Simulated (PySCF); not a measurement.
Fractional electron number in Sb⁺ (antimony, charge +1)

The 5p alpha orbital of [Kr] 4d10 5s2 5p2 is emptied in steps (occupation f), with all orbitals relaxed, ending at [Kr] 4d10 5s2 5p1. All numbers are calculated (PySCF 2.14, the spin-free X2C one-electron Hamiltonian (Gaussian nucleus), in x2c-TZVPall (8s6p4d2f, 60 functions)). The exact energy is a straight line in f; departures are measured from the line between the end points of the same method.

```csv
f,UHF (eV),LDA (eV),PBE (eV),PBE0 (eV),r2SCAN (eV),LC-wPBE (eV),BHandHLYP (eV),wB97X (eV),r2SCAN0 (eV),M06-2X (eV)
1,0.000,0.000,0.000,0.000,0.000,0.000,0.000,0.000,0.000,0.000
0.8,0.061,-0.644,-0.625,-0.453,-0.585,-0.042,-0.300,-0.092,-0.429,-0.262
0.6,0.090,-0.968,-0.937,-0.678,-0.870,-0.060,-0.450,-0.141,-0.635,-0.372
0.4,0.089,-0.969,-0.937,-0.675,-0.860,-0.056,-0.450,-0.144,-0.626,-0.353
0.2,0.059,-0.647,-0.623,-0.448,-0.565,-0.034,-0.300,-0.099,-0.410,-0.239
0,0.000,0.000,0.000,0.000,0.000,0.000,0.000,0.000,0.000,0.000
```

Task: For UHF, how does the orbital energy at f = 1 compare with the removal energy?

Result: −ε = 16.396 eV against a total-energy difference of 16.010 eV. By Janak's theorem ε = ∂E/∂f, so the gap between them reflects the curvature. Along the path −ε is 16.236 (f = 0.8), 16.081 (f = 0.6), 15.931 (f = 0.4), 15.786 (f = 0.2) eV.

```
   method  E(f=0) − E(f=1) (eV)  −ε at f=1 (eV)  −ε at f=0.4 (eV)
      UHF                16.010          16.396            15.931
      LDA                16.673          12.663            17.474
      PBE                16.470          12.570            17.256
     PBE0                16.533          13.698            17.110
   r2SCAN                16.640          12.959            17.415
  LC-wPBE                16.625          16.353            16.692
BHandHLYP                16.426          14.552            16.801
    wB97X                16.308          15.741            16.410
  r2SCAN0                16.671          13.970            17.246
   M06-2X                16.435          14.728            16.781
```

Reference removal energy between the ground levels: 16.626 ± 0.025 eV (measured; NIST Atomic Spectra Database, ionization energies). The calculation has no spin-orbit coupling. UHF lacks correlation.
